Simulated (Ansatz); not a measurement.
One geometry of CH$_{5}$AlBNO (`B[N]1[AlH][CH]1O`), several functionals.

```yaml
crystal:
  periodic: [false, false, false]
  atoms:
    - {symbol: B, position_ang: [0.245453, 1.320551, 0.921842]}
    - {symbol: N, position_ang: [-0.091655, 0.017365, 0.566631]}
    - {symbol: Al, position_ang: [-0.491084, -1.702752, 0.600968]}
    - {symbol: C, position_ang: [-0.343008, -0.465977, -0.852466]}
    - {symbol: O, position_ang: [0.789750, -0.503120, -1.663138]}
    - {symbol: H, position_ang: [0.417287, 1.601401, 2.075931]}
    - {symbol: H, position_ang: [0.358800, 2.164601, 0.067369]}
    - {symbol: H, position_ang: [-0.645102, -2.964883, 1.522569]}
    - {symbol: H, position_ang: [-1.167941, 0.082603, -1.313998]}
    - {symbol: H, position_ang: [1.010500, 0.399211, -1.922808]}
basis:
  gaussian: {orbitals: def2-TZVPP}
hamiltonian: {xc: {name: revPBE}, dispersion: d4}
output: {orbitals: {seedname: orbitals}}
```

```sh
$ ansatz run in.yaml --threads 2 --pin off --events-out ev --progress --plain --max-ram 4352MiB
```

Output, abridged:

```
Functional definition: revPBE
1219 factors; their error is unknown
mean field evaluation 1: about -11911.3356 eV, gradient 8.5e1 eV
mean field evaluation 2: about -11769.7785 eV, gradient 2.1e2 eV
mean field evaluation 4: about -11926.2436 eV, gradient 1.7e1 eV
mean field evaluation 8: about -11927.1063 eV, gradient 3.6e-1 eV
mean field evaluation 16: about -11927.0897 eV, gradient 6.2e-4 eV
mean field -11927.08966204 eV, -438.3124606083 hartree, gradient 2.8e-5 eV, S^2 0.000000; 0 other end points of the search recorded, 0 dependent functions left out
reference -11927.08972309 eV, -438.3124628518 hartree; 22, 22 occupied and 214, 214 virtual orbitals, 1219 factors
Total energy: -11927.71281431 eV, -438.3353610318 hartree
```

Run time 3.3 s (2 threads of an Arm Neoverse V1 on a shared host); peak host memory 0.28 GiB.

The same input with `hamiltonian: {xc: {name: CAM-B3LYP}, dispersion: d4}` (abridged; 5.5 s):

```
Functional definition: CAM-B3LYP
mean field evaluation 16: about -11927.9869 eV, gradient 8.3e-5 eV
mean field -11927.98685811 eV, -438.3454319555 hartree, gradient 2.1e-5 eV, S^2 0.000000
Total energy: -11928.15655057 eV, -438.3516680385 hartree
```

The same input with `hamiltonian: {xc: hse06, dispersion: d4}` (abridged; 5 s):

```
Functional definition: HSE06
mean field evaluation 16: about -11920.3724 eV, gradient 3.8e-4 eV
mean field -11920.37235590 eV, -438.0656041608 hartree, gradient 4.9e-5 eV, S^2 0.000000
Total energy: -11920.52824819 eV, -438.0713330967 hartree
```

The same input with `hamiltonian: {xc: {name: PBE-QIDH}}` (abridged; 9 s):

```
Functional definition: PBE-QIDH
mean field evaluation 16: about -11909.5419 eV, gradient 4.1e-4 eV
mean field -11909.54193708 eV, -437.6675936104 hartree, gradient 9.7e-6 eV, S^2 0.000000
9 core orbitals not correlated: weight in the atoms' cores, before any rotation towards them, 1.000 or more for the frozen orbitals, at most 0.000 for the correlated occupied ones
second order -24.12616421 eV of doubles, -0.00000000 eV of singles
Total energy: -11917.58400662 eV, -437.9631342146 hartree
```

With the line `hamiltonian: {xc: {name: r2SCANh}, dispersion: d4}` (abridged; 8 s):

```
Functional definition: r2SCANh
mean field evaluation 16: about -11926.1188 eV, gradient 5.4e-4 eV
mean field -11926.11876651 eV, -438.2767808554 hartree, gradient 3.1e-5 eV, S^2 0.000000
Total energy: -11926.16945789 eV, -438.2786437295 hartree
```

The same input with `hamiltonian: {xc: pbe, dispersion: d4}` and forces (abridged; 4.1 s):

```
Functional definition: PBE
mean field evaluation 16: about -11919.9117 eV, gradient 9.6e-3 eV
mean field -11919.91167376 eV, -438.0486744044 hartree, gradient 2.1e-5 eV, S^2 0.000000
Total energy: -11920.11089887 eV, -438.0559957922 hartree
Atom 0 force     0.054750     0.224985     0.073654 eV/Å
Atom 1 force     0.047652     0.170517     0.318373 eV/Å
Atom 2 force    -0.123912    -0.432676     0.087315 eV/Å
Atom 3 force    -0.203132    -0.024580    -0.210604 eV/Å
Atom 4 force     0.300249    -0.497837    -0.156720 eV/Å
Atom 5 force     0.017043     0.018242     0.109599 eV/Å
Atom 6 force     0.009515     0.077460    -0.089322 eV/Å
Atom 7 force     0.001455    -0.108873     0.103057 eV/Å
Atom 8 force    -0.208844     0.117384    -0.084131 eV/Å
Atom 9 force     0.105224     0.455378    -0.151221 eV/Å
Dipole moment:    -0.230290    -0.300731     0.013580 e Å
```

HSE06 is the plane-wave form, built on full-range PBE exchange.
